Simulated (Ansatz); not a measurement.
A nudged elastic band was laid between two geometries of CH₈OSi₂Sn (13 atoms, charge 0, multiplicity 1).

Computed with RKS LDA/def2-SVP in Ansatz 0.2.0.

```
movable images  : 5
climbing image  : yes
spring          : 5.0 eV/Å²
optimiser       : quadratic models (default)
start path      : through a guess of the saddle point
force threshold : 0.05 eV/Å
iteration limit : 60
end points      : relaxed
```

Image 0:

```xyz
13
Properties=species:S:1:pos:R:3
C -1.456 0.753 1.581
O -0.606 -0.262 1.997
Sn 0.746 -0.965 0.711
Si 0.240 -1.158 -1.807
Si 1.394 0.748 -1.086
H -2.177 0.977 2.402
H -0.926 1.713 1.343
H -2.065 0.487 0.676
H 1.594 -2.126 1.644
H 1.205 -2.210 -2.296
H -1.008 -1.141 -2.654
H 2.687 1.295 -1.638
H 0.391 1.854 -0.858
```

Image 6:

```xyz
13
Properties=species:S:1:pos:R:3
C -1.507 0.708 1.554
O -0.690 -0.341 1.956
Sn 0.709 -0.999 0.698
Si 0.312 -1.097 -1.845
Si 1.427 0.782 -1.004
H -0.952 1.669 1.387
H -2.079 0.498 0.611
H -2.260 0.902 2.354
H 1.513 -2.199 1.620
H 1.304 -2.129 -2.321
H -0.896 -1.059 -2.747
H 2.735 1.364 -1.478
H 0.403 1.867 -0.769
```

What changes between the two ends?

No bond is made or broken. The dihedral H7–C1–O2–Sn3 goes from -64 to 58°. The two ends are copies of one structure, up to a mirror image or an exchange of like atoms.

Give the energies along the band, and the barrier.

The run converged. The highest image is number 3 of 0 to 6, 0.047 eV above the ends, which have the same energy within 2 meV. A vibrational analysis at the climbing image gives one clearly imaginary mode, 145i cm⁻¹: a first-order saddle point.

```tsv
image	path coordinate (Å)	energy (eV)	dihedral H7–C1–O2–Sn3 (°)
0	0.00	0.000	-64
1	0.65	0.009	-47
2	1.31	0.031	-26
3	1.96	0.047	1
4	2.54	0.034	23
5	3.12	0.011	42
6	3.71	0.000	58
```

What is the geometry of the highest image?


```xyz
13
Properties=species:S:1:pos:R:3:forces:R:3
C -1.561 0.725 1.609 0.00 0.00 0.00
O -0.725 -0.338 1.932 0.00 0.00 0.00
Sn 0.676 -0.979 0.675 0.00 0.00 0.00
Si 0.376 -1.116 -1.886 0.00 -0.01 0.00
Si 1.468 0.767 -1.028 -0.01 0.01 0.00
H -1.442 1.564 2.338 0.00 0.00 0.00
H -1.387 1.165 0.593 0.00 0.00 0.00
H -2.634 0.410 1.641 0.00 0.00 0.00
H 1.459 -2.191 1.601 0.00 0.00 0.00
H 1.371 -2.176 -2.294 0.00 0.00 0.00
H -0.782 -1.075 -2.853 0.00 0.00 0.00
H 2.784 1.370 -1.458 0.00 0.00 0.00
H 0.417 1.840 -0.857 0.00 0.00 0.00
```

What are the harmonic wavenumbers there?

145i, 44, 78, 103, 210, 217, 222, 264, 290, 360, 439, 468, 519, 536, 554, 588, 611, 836, 841, 1115, 1119, 1162, 1376, 1398, 1400, 1861, 2112, 2121, 2141, 2152, 2872, 2950, 2969 cm⁻¹.

The band took 16 iterations and roughly 5 core-minutes.

The run took 2.5 min on 2 threads of Arm Neoverse V1, on a shared host, peak memory 0.18 GiB.
